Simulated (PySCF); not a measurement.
PySCF job for boron oxyfluoride (BFO), SMILES O=BF, PBE0/pcJ-1. The structure is a stationary point at PBE-D3(BJ)/def2-TZVP.

```python
import numpy as np
from pyscf import gto, scf, dft
from pyscf.prop.ssc import rks as ssc

mol = gto.M(
    atom='''
    F     0.00000000    0.00000000    1.20867237
    B     0.00000000    0.00000000   -0.08638561
    O     0.00000000    0.00000000   -1.30576541
    ''',
    basis='pcJ-1',
    charge=0,
    spin=0,
    max_memory=1600,
    verbose=3,
)
mf = dft.RKS(mol, xc='pbe0')
mf.grids.level = 3
mf.conv_tol = 1e-10
mf.max_cycle = 100
mf.kernel()
j = ssc.SSC(mf)
j.with_fcsd = True
j.max_cycle_cphf = 80
j.conv_tol = 1e-7
e11 = j.kernel()
```

Program output:

```
converged SCF energy = -199.796676334185
Reduced spin-spin coupling constant K (Hz)
               #0        #1        #2
        0 F    0.00000
        1 B  -10.30462   0.00000
        2 O   -1.22214   9.08321   0.00000
Spin-spin coupling constant J (Hz)
               #0        #1        #2
        0 F    0.00000
        1 B  -97.11218   0.00000
        2 O    4.86757 -12.33316   0.00000
```

The calculation finished and met its thresholds.

Cost: around 13 core-seconds (rough).
